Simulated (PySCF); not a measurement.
Task: Write Cartesian coordinates for `CC=C=C(C)C#N` as optimised with PBE0-D3(BJ)/def2-SVP.

Result: 
```xyz
14
C6H7N angstrom
C      2.2557   -0.3603    0.3659
C      1.0903   -0.4052   -0.5760
C     -0.1463   -0.1167   -0.2687
C     -1.3960    0.1729    0.0489
C     -2.3961   -0.8391    0.5502
C     -1.8440    1.5308   -0.0894
N     -2.2402    2.6167   -0.1874
H      2.7406   -1.3476    0.4271
H      1.9490   -0.0566    1.3755
H      3.0140    0.3511    0.0022
H      1.2944   -0.6994   -1.6153
H     -2.7634   -0.5571    1.5489
H     -1.9361   -1.8336    0.6086
H     -3.2660   -0.8880   -0.1226
```

Orientation and origin are arbitrary. Atoms count from 1 in this order. The C–C distances run from 1.306 Å (C2=C3, drawn double) to 1.509 Å (C4–C5, drawn single), a spread of 0.203 Å.

Bonds between heavy atoms (Å): C1–C2 1.499, C2=C3 1.306, C3=C4 1.322, C4–C5 1.509, C4–C6 1.437, C6≡N7 1.160.

Method: PBE0-D3(BJ)/def2-SVP geometry optimisation, gas phase in PySCF.

Point group: C1 (no symmetry element, even within 0.4 Å). Stationary, but not proved a minimum.

Hardware: one thread of an Arm Neoverse V2, shared host. Cost: 26 s wall, 0.71 GiB resident at most. These figures are those of the optimisation.
